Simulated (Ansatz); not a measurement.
Total energies of `[AlH2][O][GaH][CH]=S`.

Cartesian coordinates in Å:
```
Al -2.1229 0.7912 -1.0306
O -0.8884 0.2044 -0.0585
Ga 0.3702 -0.4267 1.0114
C 2.1919 -0.5107 0.2455
S 3.4021 -1.1655 1.0855
H -2.9192 -0.2295 -1.9418
H -2.4322 2.3438 -1.0054
H 0.0008 -0.8831 2.4508
H 2.3977 -0.1240 -0.7568
```

Charge 0, multiplicity 1. Correlated methods include outer-core shells of Ga, which these sets cover unevenly. Scalar relativity is left out up to krypton. The geometry is a stationary point of PBE0-D4/def2-TZVP. It is one conformer, not always the lowest. Basis def2-TZVPP, the Gaussian-basis code of Ansatz.

RPA on PBE orbitals: Hartree–Fock energy of these orbitals -2677.78314 Eh, correlation -1.41152 Eh (frozen core).

```tsv
functional	energy without D4 (Eh)	D4 term (kJ/mol)
PBE	-2680.57319	-21.7
r2SCAN	-2681.18444	-5.2
PBE0	-2680.66835	-18.6
r2SCANh	-2681.16177	-5.7
r2SCAN0	-2681.12970	-6.3
HSE06 (plane-wave form)	-2680.64872	-17.6
CAM-B3LYP	-2681.40134	-19.4
LC-ωPBE	-2680.78106	–
B2PLYP	-2680.62588	–
PBE-QIDH	-2680.14442	–
```

Give the same for LDA (SPW92), revPBE, BLYP, B97M-V, B3LYP, BHLYP, ωB97X-V, ωB97M-V. (Best estimate.)

Ansatz gave: 
| functional | energy without D4 (Eh) | D4 term (kJ/mol) |
| --- | --- | --- |
| LDA (SPW92) | -2674.94228 | – |
| revPBE | -2681.00512 | -55.1 |
| BLYP | -2681.35911 | -46.0 |
| B97M-V | -2680.76768 | – |
| B3LYP | -2681.40757 | -35.4 |
| BHLYP | -2681.22505 | -31.4 |
| ωB97X-V | -2680.99514 | – |
| ωB97M-V | -2681.12916 | – |

B3LYP takes the VWN-RPA correlation (the form of Gaussian; ORCA's B3LYP/G). HSE06 is the plane-wave form, built on full-range PBE exchange. The double hybrids freeze the cores in their second-order part.

LC-ωPBE has ω = 0.4 bohr⁻¹.
